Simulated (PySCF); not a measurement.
C₃H₆BFO₂, SMILES OB(O)[C@@H]1C[C@@H]1F.

Geometry optimised at PBE-D3(BJ)/def2-SVP. The structure was generated by enumeration; whether it is a known compound was not checked. One conformer was computed; it need not be the lowest.

Method: PBE-D3(BJ)/def2-SVP in PySCF.

No scaling factor is applied to the harmonic values.

Computed vibrational spectrum:
| mode | ν (cm⁻¹) | IR (km/mol) | moving atoms (share of kinetic energy) |
|---|---|---|---|
| 1 | 47 | 1.3 | O 60 %, F 19 %, C 10 %, H 10 % |
| 2 | 119 | 1.2 | F 51 %, O 30 %, C 11 % |
| 3 | 183 | 2.1 | C 36 %, O 34 %, H 23 % |
| 4 | 354 | 5.5 | O 32 %, C 26 %, H 23 %, F 9 %, B 9 % |
| 5 | 391 | 8.2 | C 32 %, O 28 %, H 19 %, F 13 % |
| 6 | 423 | 0.5 | C 32 %, H 27 %, F 25 %, B 9 % |
| 7 | 480 | 147.5 | H 82 %, O 10 % |
| 8 | 496 | 30.8 | H 35 %, O 28 %, C 23 %, B 12 % |
| 9 | 575 | 31.1 | H 76 %, O 11 %, C 10 % |
| 10 | 661 | 29.8 | B 44 %, O 23 %, C 15 %, H 15 % |
| 11 | 729 | 17.0 | C 33 %, H 33 %, B 19 %, O 14 % |
| 12 | 773 | 11.8 | C 47 %, H 40 %, F 10 % |
| 13 | 812 | 4.9 | H 68 %, C 22 % |
| 14 | 947 | 30.0 | C 52 %, H 38 %, O 9 % |
| 15 | 969 | 92.0 | H 60 %, O 17 %, C 17 % |
| 16 | 981 | 94.9 | H 62 %, C 26 % |
| 17 | 986 | 53.9 | H 69 %, C 16 %, O 13 % |
| 18 | 1009 | 39.6 | H 77 %, O 11 %, C 10 % |
| 19 | 1026 | 6.9 | C 58 %, H 37 % |
| 20 | 1063 | 0.5 | H 82 %, C 18 % |
| 21 | 1133 | 15.6 | H 49 %, C 43 % |
| 22 | 1192 | 57.2 | H 60 %, C 26 %, F 9 % |
| 23 | 1230 | 82.3 | H 49 %, C 26 %, B 15 %, O 8 % |
| 24 | 1341 | 20.6 | H 77 %, C 22 % |
| 25 | 1388 | 266.2 | B 40 %, H 32 %, C 19 %, O 9 % |
| 26 | 1411 | 151.8 | C 36 %, B 34 %, H 21 %, O 8 % |
| 27 | 1438 | 150.1 | B 44 %, C 22 %, H 22 %, O 13 % |
| 28 | 3062 | 10.1 | H 92 %, C 8 % |
| 29 | 3064 | 6.3 | H 95 % |
| 30 | 3076 | 25.3 | H 92 %, C 8 % |
| 31 | 3166 | 1.9 | H 89 %, C 11 % |
| 32 | 3730 | 56.9 | H 94 % |
| 33 | 3766 | 53.7 | H 94 % |
